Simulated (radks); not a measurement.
The samarium ion Sm13+, 49 electrons, occupied as [Kr] 4d10 4f1 5s2. Method: Dirac Kohn-Sham, LDA (Slater exchange, Perdew-Wang correlation), spin-unpolarised, spherical densities, finite nucleus; open shells are shared between the two j in proportion to 2j + 1; Fermi nuclear charge, rms radius 5.0819 fm; computed with a radial shooting solver on a logarithmic mesh with Libxc functionals. Some entries of the table are withheld. Estimate them.

| orbital | occ. | eigenvalue (hartree) | <r^2> (bohr^2) |
|---|---|---|---|
| 1s1/2 | 2 | -1721.493 | 0.0007059 |
| 2s1/2 | 2 | -289.3534 | 0.01107 |
| 2p1/2 | 2 | (1) | (2) |
| 2p3/2 | 4 | (3) | (4) |
| 3s1/2 | 2 | -71.06086 | 0.07428 |
| 3p1/2 | 2 | -64.82115 | 0.06938 |
| 3p3/2 | 4 | -60.34053 | 0.07657 |
| 3d3/2 | 4 | -49.46636 | (5) |
| 3d5/2 | 6 | -48.49333 | (6) |
| 4s1/2 | 2 | -21.51474 | 0.3644 |
| 4p1/2 | 2 | -19.09142 | (7) |
| 4p3/2 | 4 | -18.04065 | (8) |
| 4d3/2 | 4 | -14.00896 | 0.4564 |
| 4d5/2 | 6 | -13.81066 | 0.4682 |
| 5s1/2 | 2 | -9.12249 | 1.483 |
| 4f5/2 | 0.428571 | -8.98796 | (9) |
| 4f7/2 | 0.571429 | -8.95370 | (10) |

Answer. 
(1) 2p1/2 eigenvalue (hartree): -274.8916
(2) 2p1/2 <r^2> (bohr^2): 0.008057
(3) 2p3/2 eigenvalue (hartree): -252.7696
(4) 2p3/2 <r^2> (bohr^2): 0.009300
(5) 3d3/2 <r^2> (bohr^2): 0.06155
(6) 3d5/2 <r^2> (bohr^2): 0.06356
(7) 4p1/2 <r^2> (bohr^2): 0.3805
(8) 4p3/2 <r^2> (bohr^2): 0.4149
(9) 4f5/2 <r^2> (bohr^2): 0.5544
(10) 4f7/2 <r^2> (bohr^2): 0.5600
